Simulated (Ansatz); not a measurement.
ReAu₆⁻, relaxed as a singlet with RKS B3LYP-D4/def2-SVPD in Ansatz, starting from the GFN1-xTB geometry. Force threshold 0.02 eV/Å.

In the def2 sets Au, Re take a core potential; there is no spin–orbit coupling. The restricted singlet is unstable towards broken spin symmetry at other levels; at B3LYP-D4/def2-SVPD this wasn't settled. Another isomer (singlet) lies 0.06 eV lower at PBE0-D4/def2-TZVPD; other spin states weren't run for this one.

Start:

```
atom   x (Å)   y (Å)   z (Å)
 Re1   0.001   0.002   0.001
 Au2  -0.697   2.256   0.911
 Au3  -2.045  -0.061  -1.302
 Au4   2.078   0.039   1.255
 Au5   0.943   1.840  -1.457
 Au6   0.646  -2.268  -0.911
 Au7  -0.926  -1.809   1.502
```

Question: Estimate the energy that the relaxation releases and the steps that it takes.

Answer: 130.7 kJ/mol, in 25 steps; 6.4 min on 4 threads of Arm Neoverse V2 on a shared host. The force fell under the threshold at step 20, but the optimiser went on and released 0.002 eV more. No frequencies were taken in this run, so the end may be a saddle point.

Question: Does the start keep its bonding?

Answer: Bonds lost: Au6–Au7 (atoms count from 1). Bonds formed: Au2–Au3, Au2–Au7, Au3–Au6 (atoms count from 1).

Question: Predict the relaxed structure.

Answer: 
```xyz
7

Re    0.4513   -0.0731    0.1359
Au   -1.9350    1.3563    0.5027
Au   -1.5910   -0.1485   -1.7634
Au    2.6719   -1.0691    0.9799
Au    0.6640    2.1869   -1.0571
Au    0.2754   -2.2137   -1.3284
Au   -0.5366   -0.0387    2.5304
```
Bond lengths (bridged metal pairs left out): 6 × Au–Re 2.56 to 2.81 Å; 4 × Au–Au 2.74 to 3.14 Å.
